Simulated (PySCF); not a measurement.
ZnFI, SMILES [Zn]([F])[I]. Atoms are numbered in the order given.

```xyz
3

Zn     0.0000     0.0000    -1.2169
F      0.0000     0.0000    -2.9743
I      0.0000     0.0000     1.1939
```

Coordinates come from a B3LYP-D3(BJ)/def2-TZVP optimisation. The def2 effective core potentials stand for the cores of I; spin–orbit coupling is left out.

Computed with r2SCAN/def2-TZVPD (PySCF).

Gas-phase values at a fixed geometry.

| Item | Value |
|---|---|
| total energy | -2177.14563 hartree |
| point group | C∞v |
| highest occupied level | -7.35 eV |
| lowest empty level | -2.63 eV |
| orbital gap | 4.72 eV |
| dipole moment | 1.48 D |
| quadrupole, principal values (traceless, Buckingham form, about the centre of nuclear charge) | -10.91, 5.46, 5.46 D·Å |
| mean static polarisability | 58.5 bohr³ (8.67 Å³) |
| polarisability, principal values | 48.7, 48.7, 78.2 bohr³ |
